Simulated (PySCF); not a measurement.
Zn(F)(OMe) (CH3FOZn), SMILES [F][Zn][O]C.

Geometry: B3LYP-D3(BJ)/def2-SVP. One conformer was computed; it need not be the lowest.

Calculation: PySCF with IEF-PCM-PBE0/def2-SVP.

The values are the electrostatic part of the solvation free energy, E(continuum) − E(gas) at the gas-phase geometry, in a cavity of scaled van der Waals radii (PySCF's table); cavitation and dispersion terms are not included. A continuum can't describe solvent molecules that bind to the metal. In vacuum the orbital gap is 6.29 eV. The dipole moment in vacuum is 1.73 D.

Computed values in water (ε = 78.36), chloroform (ε = 4.71), 2-propanol (ε = 19.26):
```csv
solvent,ε,ΔG(elec) (kcal/mol),dipole (D),gap (eV)
water,78.36,-20.7,1.69,6.71
chloroform,4.71,-14.4,1.70,6.57
2-propanol,19.26,-19.3,1.69,6.67
```
